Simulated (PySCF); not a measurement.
Level of theory: PySCF 2.14.0 with PBE-D3(BJ)/def2-TZVP // r2SCAN-D4/def2-SVP. Isolated molecules, 0 K electronic values unless said otherwise. 

Reference species: [Zr(Cl)3(H)] (neutral, multiplicity 1).

```json
{
  "mean_distance_from_the_central_atom_to_its_bonded_neighbours": "2.205 Å",
  "HOMO–LUMO gap": "4.21 eV",
  "HOMO": "-7.79 eV",
  "charge on the central atom (Mulliken)": "1.02 e"
}
```

After one change: the mean distance from the central atom to its bonded neighbours increases by 0.125 Å; the HOMO–LUMO gap rises by 0.61 eV; the HOMO decreases by 0.55 eV; the charge on the central atom (Mulliken) rises by 0.18 e.

Q: What was changed between the two runs? The new species is one of these.
A) [Zr(Cl)2(H)2]
B) [Zr(Cl)(H)3]
C) [Zr(H)4]
D) [Zr(Cl)4]

A: D, [Zr(Cl)4]
